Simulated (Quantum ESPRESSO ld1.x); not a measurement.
The numbers below are computed, except where a source is named.
Species: Fe22+. Configuration: [He] 2s1 4s1 (not the ground configuration).

Level of theory: scalar-relativistic Kohn-Sham, LDA (Slater exchange, Perdew-Zunger correlation), spin-polarised, spherical densities, point nucleus; open shells are filled with parallel spins first (ld1.x of Quantum ESPRESSO 7.5).

Energy parts (hartree):
| part | energy |
|---|---|
| total | -756.2103 |
| kinetic | 769.0974 |
| electron-nucleus | -1557.4201 |
| Hartree | 49.2159 |
| exchange-correlation | -17.1035 |

Orbitals (lengths in bohr, moments of r in powers of bohr):
\begin{tabular}{lrrrr}
orbital & occ. & eigenvalue (hartree) & <r^4> & <r^2> \\ \hline
1s up & 1 & -311.715 & 0.00005221 & 0.004528 \\
1s down & 1 & -311.410 & 0.00005199 & 0.004522 \\
2s up & 1 & -72.5210 & 0.007467 & 0.06730 \\
2s down & 0 & -71.1773 & 0.007587 & 0.06768 \\
4s up & 1 & -16.9637 & 1.713 & 1.123 \\
4s down & 0 & -16.5247 & 1.796 & 1.148 \\
\end{tabular}

The highest occupied level is 4s up at -461.61 eV. The configuration is held as typed, so some empty levels lie below it. Summed over all electrons, <r^2> = 1.199 bohr^2, which gives a Langevin (diamagnetic) susceptibility term of -0.95 x 10^-6 cm^3/mol. The density falls to 0.001 e/bohr^3 at r = 1.84 bohr. Spin moment in Bohr magnetons: 2.
